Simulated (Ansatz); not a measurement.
singlet oxygen (O₂), singlet, at a GFN2-xTB geometry. Base run: B3LYP/def2-TZVP in Ansatz (a program for electronic structure).

Geometry (Å):
```xyz
2

O      0.0000     0.0000    -0.6050
O      0.0000     0.0000     0.6050
```
Charge 0, spin multiplicity 1.
All else is at Ansatz's defaults.

Each row names what was changed in the base input (with any setting that the change needs).

| change | basis functions | E (Eh) |
|---|---|---|
| base | 62 | -150.32808 |
| basis = STO-3G | [?] | [?] |
| basis = pcseg-0 | 18 | -149.81318 |
| basis = 6-31G | 18 | -150.20471 |
| basis = def2-SV(P) | 28 | -150.14176 |
| basis = cc-pVDZ | 28 | [?] |
| basis = 6-31G** | 30 | -150.25737 |
| basis = 6-31G* | 30 | -150.25737 |
| basis = pcseg-2 | [?] | [?] |
| basis = def2-TZVPP | 62 | -150.32808 |
| basis = aug-cc-pVTZ | 92 | -150.32333 |
| basis = cc-pVQZ | 110 | -150.33260 |
| basis = def2-QZVP | [?] | [?] |

Question: Complete the blanks.

Answer: 
- basis = STO-3G, basis functions: 10
- basis = STO-3G, E (Eh): -148.20237
- basis = cc-pVDZ, E (Eh): -150.27145
- basis = pcseg-2, basis functions: 60
- basis = pcseg-2, E (Eh): -150.32602
- basis = def2-QZVP, basis functions: 114
- basis = def2-QZVP, E (Eh): -150.33612

Totals compare only among sets that treat the same electrons; sets with core potentials leave the core out.
